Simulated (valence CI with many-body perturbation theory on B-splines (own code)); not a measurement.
Results of a calculation; reference values are marked as such.
Sensitivity of CI+MBPT for Ba²⁵⁺

Method: relativistic CI+MBPT: three valence electrons over a frozen Dirac-Fock core [Ar] 3d10, radial functions for each j: 6 s, 6 p, 5 d, 3 f, 1 g, with the one-electron correlation potential Σ1, the two-electron term Σ2, the three-electron term Σ3, Breit, model QED; selected CI, second order for the rest, scaled by the run's own slope (own B-spline code, finite nucleus).

No measured levels were compared; by estimate levels hold to about 250 cm⁻¹ or 0.2 % of their energy and the worst to 1 %, as in measured heavy ions of charge 2 to 7; those with d or f electrons hold less well.

The reference run has the lowest level (4s^2 4p1/2) J=1/2 and an ionisation energy of 848.331 eV. Its largest variational space holds 3035 state functions.

Levels are named by their leading jj configuration (3d3/2^4 stands for four electrons in 3d with j = 3/2), which in mixed levels can hold well under half, so a name can repeat and another be missing. Letters in brackets count levels of one name in rising energy.

| Level | Reference (cm⁻¹) | Shift (cm⁻¹) |
| --- | --- | --- |
| (4s^2 4p3/2) J=3/2 | 171874 | -102 |
| (4s 4p1/2^2) J=1/2 | 434334 | +11 |
| (4s 4p1/2 4p3/2) J=3/2 [a] | 553456 | -76 |
| (4s 4p1/2 4p3/2) J=5/2 | 591817 | -83 |
| (4s 4p1/2 4p3/2) J=3/2 [b] | 653556 | -84 |
| (4s 4p1/2 4p3/2) J=1/2 | 683392 | -77 |
| (4s 4p3/2^2) J=5/2 | 752970 | -169 |
| (4s 4p3/2^2) J=1/2 | 855546 | -179 |
| (4s 4p3/2^2) J=3/2 | 861740 | -168 |
| (4s^2 4d3/2) J=3/2 | 970788 | -54 |
| (4s^2 4d5/2) J=5/2 | 1001180 | -78 |
| (4p1/2^2 4p3/2) J=3/2 | 1110870 | -59 |

The ionisation energy moves by -0.155 eV.

**Question.** Which of these changes was made?
A. QED terms on → off
B. hole-hole ladder in Σ2 on → off; highest l with Σ1, explicit Σ2 and valence Breit (higher l get mean screening factors) 3 → 1
C. scale of Σ1 1 → 0.9; Davidson tolerance 2e-05 → 0.001

**Answer.** C. scale of Σ1 1 → 0.9; Davidson tolerance 2e-05 → 0.001.
